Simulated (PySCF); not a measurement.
A hydrogen-terminated cluster with one unit changed: Si5H12, surface. All species are isolated molecules in the gas phase. One relaxed conformer stands for each flexible species; it need not be the lowest. Strings in code marks are SMILES.

The four lowest singlet excitations (Tamm–Dancoff). Method: PBE-D3(BJ)/def2-TZVP // PBE0-D3(BJ)/def2-SVP (PySCF 2.14.0). Excitations are Tamm–Dancoff values on a coarser integration grid. The basis has no diffuse functions, so Rydberg states are missing or too high.

| state | energy (eV) | wavelength (nm) | oscillator strength |
|---|---|---|---|
| S1 | 5.26 | 236 | 0.002 |
| S2 | 5.47 | 227 | 0.059 |
| S3 | 5.47 | 227 | 0.000 |
| S4 | 5.51 | 225 | 0.011 |

Q: Which member gives these states?
A) `[SiH3][Si]([SiH3])([SiH3])[SiH2]Br` (Si–Si–Si–Br torsion 59°)
B) `C#C[SiH2][Si]([SiH3])([SiH3])[SiH3]`
C) `B[SiH2][Si]([SiH3])([SiH3])[SiH3]`

A: B, `C#C[SiH2][Si]([SiH3])([SiH3])[SiH3]`
